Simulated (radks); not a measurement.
Kr6+, 30 electrons, occupied as [Ar] 3d10 4s2. All-electron calculation, scalar-relativistic Kohn-Sham, LB94 model potential, spin-unpolarised, spherical densities, finite nucleus; Fermi nuclear charge, rms radius 4.1884 fm. Program: a radial shooting solver on a logarithmic mesh with Libxc functionals. Some entries of the table are withheld. Estimate them.

orbital,occ.,eigenvalue (eV),<1/r> (bohr^-1),<r> (bohr)
1s,2,-14358.76,36.81,0.04141
2s,2,-1990.359,8.177,0.1829
2p,6,-1775.816,(1),0.1594
3s,2,-369.3543,2.692,0.5304
3p,6,-300.8751,2.550,0.5392
3d,10,(2),2.302,0.5459
4s,2,-112.8187,1.013,1.340
4p,0,-94.5356,0.9178,1.464
4d,0,-67.3650,0.7490,1.767
5s,0,-55.6356,0.5242,2.613
4f,0,-45.0410,0.5062,2.275

Answer. 
(1) 2p <1/r> (bohr^-1): 8.016
(2) 3d eigenvalue (eV): -187.1301
